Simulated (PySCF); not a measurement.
A structure optimised at PBE-D3(BJ)/def2-TZVP, used in a PySCF frequency run:

```xyz
3

O      0.0000     0.0000    -1.5272
Si     0.0000     0.0000     0.0000
O      0.0000     0.0000     1.5272
```
Charge 0, spin multiplicity 1.

**Question.** Write its SMILES, formula and point group.

**Answer.** O=[Si]=O, O2Si, D∞h

**Question.** What are its rotational constants (standard atomic weights)?

**Answer.** 6.7718 GHz (linear rotor, B only)
